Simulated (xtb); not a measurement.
xtb input:

```bash
xtb mol.xyz --gfn 2 --ohess tight --chrg 0 --uhf 0
```
mol.xyz:
```
17

C     -0.43221567    -1.28669573    -1.38053245
Si     0.00931360    -0.00431300    -0.02365489
C      0.09079101     1.76930389    -0.73176899
C     -1.31591423    -0.04600122     1.31616816
C      1.70081140    -0.42308343     0.76575153
H     -1.41460773    -1.06788486    -1.85848797
H     -0.48215249    -2.27423573    -1.02327819
H      0.35838932    -1.20789361    -2.19713608
H      0.31541267     2.50617680    -0.00296353
H     -0.88454615     2.05425275    -1.18608606
H      0.85270457     1.85161757    -1.49151388
H     -2.28879772     0.24616672     0.94044537
H     -1.45152620    -1.00848720     1.76664438
H     -1.12614685     0.65356323     2.18581504
H      1.69083558    -1.48144405     1.20926506
H      2.50920123    -0.45502022     0.05793251
H      1.93497416     0.23741685     1.54602379
```

Question: Which total energy does the run end on?

Answer: -16.38698 Eh (GFN2-xTB).
